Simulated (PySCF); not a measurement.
C2H8GeO (SMILES C[O][GeH2][CH3]), singlet, at a GFN2-xTB geometry; DF-HF/6-31G (PySCF).

Here is a job for PySCF.
```python
from pyscf import gto, scf

mol = gto.M(
    atom='''
Ge    0.28157657   -0.11545233    0.46955399
C     1.99295686    0.43193490   -0.30728306
O    -0.84400180    0.15845633   -0.86214654
C    -2.23054796   -0.08181709   -0.82344328
H     0.19277661   -1.57356054    0.87801629
H    -0.17973401    0.70220299    1.66095600
H     2.80586190    0.32019186    0.40428706
H     2.21178312   -0.17303473   -1.18308914
H     1.94246033    1.47232772   -0.61702875
H    -2.45150063   -1.13451886   -0.62804142
H    -2.63165053    0.18906470   -1.80165126
H    -2.72288593    0.52344396   -0.05764607
''',
    basis='6-31g',
    verbose=4,
    max_memory=1800,
)

mf = scf.RHF(mol)
mf = mf.density_fit(auxbasis='def2-universal-jkfit')
mf.kernel()
```

Output, abridged:

```
PySCF version 2.14.0

[INPUT] verbose = 4
[INPUT] num. atoms = 12
[INPUT] num. electrons = 60
[INPUT] charge = 0
[INPUT] spin (= nelec alpha-beta = 2S) = 0
[INPUT] symmetry False subgroup None
[INPUT] Mole.unit = angstrom
[INPUT] Symbol           X                Y                Z      unit          X                Y                Z       unit  Magmom
[INPUT]  1 Ge     0.281576570000  -0.115452330000   0.469553990000 AA    0.532102600394  -0.218173284143   0.887328441797 Bohr   0.0
[INPUT]  2 C      1.992956860000   0.431934900000  -0.307283060000 AA    3.766142643473   0.816238664641  -0.580680826118 Bohr   0.0
[INPUT]  3 O     -0.844001800000   0.158456330000  -0.862146540000 AA   -1.594932250640   0.299439066404  -1.629220839841 Bohr   0.0
[INPUT]  4 C     -2.230547960000  -0.081817090000  -0.823443280000 AA   -4.215124752107  -0.154611892409  -1.556082278314 Bohr   0.0
[INPUT]  5 H      0.192776610000  -1.573560540000   0.878016290000 AA    0.364294996122  -2.973598461023   1.659210321007 Bohr   0.0
[INPUT]  6 H     -0.179734010000   0.702202990000   1.660956000000 AA   -0.339648054170   1.326971334951   3.138751944953 Bohr   0.0
[INPUT]  7 H      2.805861900000   0.320191860000   0.404287060000 AA    5.302310534352   0.605074922715   0.763991819106 Bohr   0.0
[INPUT]  8 H      2.211783120000  -0.173034730000  -1.183089140000 AA    4.179664343736  -0.326988249738  -2.235714455547 Bohr   0.0
[INPUT]  9 H      1.942460330000   1.472327720000  -0.617028750000 AA    3.670718031532   2.782296156405  -1.166015348483 Bohr   0.0
[INPUT] 10 H     -2.451500630000  -1.134518860000  -0.628041420000 AA   -4.632664784899  -2.143929928554  -1.186826278683 Bohr   0.0
[INPUT] 11 H     -2.631650530000   0.189064700000  -1.801651260000 AA   -4.973098757266   0.357280502823  -3.404627453378 Bohr   0.0
[INPUT] 12 H     -2.722885930000   0.523443960000  -0.057646070000 AA   -5.145508676132   0.989165725958  -0.108935284458 Bohr   0.0

nuclear repulsion = 297.063969496492
number of shells = 42
number of NR pGTOs = 188
number of NR cGTOs = 70
basis = 6-31g
ecp = {}

******** <class 'pyscf.df.df_jk.DFRHF'> ********
method = DFRHF
initial guess = minao
damping factor = 0
level_shift factor = 0
DIIS = <class 'pyscf.scf.diis.CDIIS'>
diis_start_cycle = 1
diis_space = 8
diis_damp = 0
SCF conv_tol = 1e-09
SCF conv_tol_grad = None
SCF max_cycles = 50
direct_scf = False
Set gradient conv threshold to 3.16228e-05
Initial guess from minao.
******** <class 'pyscf.df.df.DF'> ********
auxbasis = def2-universal-jkfit
init E= -2229.83910216951
  HOMO = -0.337049484853619  LUMO = 0.0672689145839849  gap/eV = 11.00206
cycle= 1 E= -2230.14772150688  delta_E= -0.309  |g|= 0.518  |ddm|= 2.88
  HOMO = -0.337334425629446  LUMO = 0.126676059275801  gap/eV = 12.62637
cycle= 2 E= -2230.19470228261  delta_E= -0.047  |g|= 0.337  |ddm|= 0.707
  HOMO = -0.418217876911118  LUMO = 0.129308909349546  gap/eV = 14.89896
cycle= 3 E= -2230.21624634455  delta_E= -0.0215  |g|= 0.0408  |ddm|= 0.271
  HOMO = -0.411228010642975  LUMO = 0.134639156160617  gap/eV = 14.85380
cycle= 4 E= -2230.21683124443  delta_E= -0.000585  |g|= 0.00793  |ddm|= 0.0687
  HOMO = -0.412984828766988  LUMO = 0.134357552366638  gap/eV = 14.89394
cycle= 5 E= -2230.21685288659  delta_E= -2.16e-05  |g|= 0.00196  |ddm|= 0.0113
  HOMO = -0.413008866297977  LUMO = 0.1342293364854  gap/eV = 14.89111
cycle= 6 E= -2230.21685470148  delta_E= -1.81e-06  |g|= 0.000537  |ddm|= 0.00416
  HOMO = -0.413030218087632  LUMO = 0.134269853801968  gap/eV = 14.89279
cycle= 7 E= -2230.21685482042  delta_E= -1.19e-07  |g|= 0.000207  |ddm|= 0.000949
  HOMO = -0.41307030584592  LUMO = 0.134274290181541  gap/eV = 14.89401
cycle= 8 E= -2230.21685483858  delta_E= -1.82e-08  |g|= 3.43e-05  |ddm|= 0.000434
  HOMO = -0.413073690435024  LUMO = 0.134269675526516  gap/eV = 14.89397
cycle= 9 E= -2230.2168548393  delta_E= -7.22e-10  |g|= 5.37e-06  |ddm|= 9.21e-05
  HOMO = -0.413073206940742  LUMO = 0.134270186487045  gap/eV = 14.89397
Extra cycle  E= -2230.21685483931  delta_E= -3.64e-12  |g|= 2.23e-06  |ddm|= 9.75e-06
converged SCF energy = -2230.21685483931
```
